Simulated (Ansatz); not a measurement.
Process, species as SMILES: F[SiH2][SiH2]F -> 2 F[SiH2] (the Si-Si bond at the site shown breaks; other sites are not compared here)
Structures are relaxed separately at B3LYP-D3(BJ)/def2-TZVP in Ansatz (a program for electronic structure), one conformer each, not searched for the lowest.

Wanted: bond dissociation energy (electronic energy difference), in eV. Correlated levels leave the core frozen unless marked. UHF or UKS for open shells. No spin-orbit coupling. No relativistic terms. CBS marks a two-point X^-3 extrapolation of the correlation energy; Hartree-Fock from the larger set.

```
level              program  bond dissociation energy (eV)
-----------------  -------  -----------------------------
HF/cc-pV(T+d)Z      Ansatz                           2.54
BLYP/def2-TZVPD     Ansatz                           3.03
B97M-V/def2-TZVPD   Ansatz                           3.42
B3LYP/def2-TZVPD    Ansatz                           3.16
```

Task: Estimate the value at CCSD(T)/CBS(aug-cc-pV(T+d)Z,aug-cc-pV(Q+d)Z) as computed with Ansatz.

Result: 3.48 eV, so B3LYP/def2-TZVPD differs from it by -0.32 eV.
